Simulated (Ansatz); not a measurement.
Energy difference R1 + R2 → P1 + P2, each structure at its B3LYP-D3(BJ)/def2-TZVP stationary point, reached from a drawn start (curvature not checked).
R1: N atom, charge 0, multiplicity 4.
P1: NO (SMILES [N]=O), charge 0, multiplicity 2.
P2: O atom, charge 0, multiplicity 3.
R2, O2 (SMILES O=O) (charge 0, multiplicity 3):
```xyz
2

O      0.000     0.000     0.602
O      0.000     0.000    -0.602
```

P less R. No zero-point or thermal terms; open shells are unrestricted; no spin–orbit coupling.

Frozen-core correlation throughout. CBS(a, b) extrapolates the correlation energy as X⁻³ and adds the Hartree–Fock energy of set b.

Programs: Ansatz (Gaussian basis) for Hartree–Fock, density functionals and correlated methods. All values are computed, each at the level named.

### Question
Predict the reaction energy from MP2/aug-cc-pVQZ.

### Answer
-1.21 eV

### Question
Give the reaction energy at the level HF/aug-cc-pVQZ.

### Answer
-0.89 eV

### Question
What reaction energy does CCSD(T)/CBS(aug-cc-pVTZ, aug-cc-pVQZ) give?

### Answer
-1.37 eV

Ansatz is a program for electronic structure.
